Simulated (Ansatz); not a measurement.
C3H7AlClFO (`CC(C)[O][Al]([F])[Cl]`) at its PBE0-D4/def2-TZVP geometry, where that method's forces vanish. Total charge 0; spin multiplicity 1.

```xyz
14

C     1.5301    0.2753    0.1901
C     0.1848    0.6791   -0.3792
C    -0.7691    1.1653    0.6935
O    -0.3876   -0.3939   -1.1005
Al   -0.9225   -1.9295   -0.7419
F    -0.8550   -2.5437    0.7792
Cl   -1.7009   -3.1204   -2.2462
H     2.1891   -0.0844   -0.6027
H     1.4073   -0.5194    0.9330
H     2.0158    1.1225    0.6799
H     0.3376    1.4852   -1.1071
H    -1.7321    1.4360    0.2557
H    -0.3669    2.0439    1.2032
H    -0.9307    0.3840    1.4431
```

**Question.** What forces (eV/Å) does PBE-D4/def2-TZVPP give on these atoms in the Gaussian-basis code of Ansatz? (An estimate is asked.)

**Answer.** Ansatz gave: 
```
C1   0.062  0.004  0.011
C2   0.093  0.156  0.152
C3  -0.035  0.043  0.032
O4  -0.066  0.057 -0.431
Al5 -0.084 -0.123 -0.180
F6   0.020 -0.211  0.505
Cl7 -0.096 -0.140 -0.198
H8   0.138 -0.071 -0.148
H9  -0.022 -0.154  0.144
H10  0.110  0.164  0.099
H11  0.036  0.187 -0.166
H12 -0.192  0.057 -0.075
H13  0.068  0.180  0.109
H14 -0.032 -0.149  0.146
```
